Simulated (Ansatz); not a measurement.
Strength of the N–Si bond: C4H13NSi → SiH(CH3)2 + C2H6N

Species: C4H13NSi `CN(C)[SiH](C)C`, singlet; SiH(CH3)2, doublet; C2H6N `C[N]C`, doublet. 

Shapes, held fixed at every level: PBE0-D4/def2-TZVP. Flexible molecules stand in one conformer, not always the lowest. Programs: Ansatz 0.2.0. Electronic energies: no zero-point or thermal term.

```
               level                    kind  ΔE (kJ/mol)  less CCSD(T)/CBS estimate
         HF/def2-SVP            Hartree–Fock       +286.4                     -129.2
       HF/def2-TZVPP            Hartree–Fock       +280.9                     -134.7
   PBE-D4/def2-TZVPP                     GGA       +381.3                      -34.3
  wB97M-V/def2-TZVPP  range-separated hybrid       +413.7                       -1.9
  wB97X-V/def2-TZVPP  range-separated hybrid       +405.7                       -9.9
      MP2/def2-TZVPP     perturbation theory       +434.5                      +18.9
     CCSD/def2-TZVPP   coupled cluster or CI       +393.9                      -21.7
CCSD(T)/CBS estimate   coupled cluster or CI       +415.6                        0.0
```

The highest level, CCSD(T)/CBS estimate, gives ΔE = +415.6 kJ/mol; the levels span +280.9 to +434.5. The column of differences is taken from that level and isn't an error. Hartree–Fock misses the correlation of the pair that is broken and comes out low. No measured value is set beside it here. Open shells run unrestricted unless RO is named. The CBS estimate extrapolates MP2 from def2-TZVPP and def2-QZVPP and adds CCSD(T) − MP2 in the triple-zeta set, cores frozen.
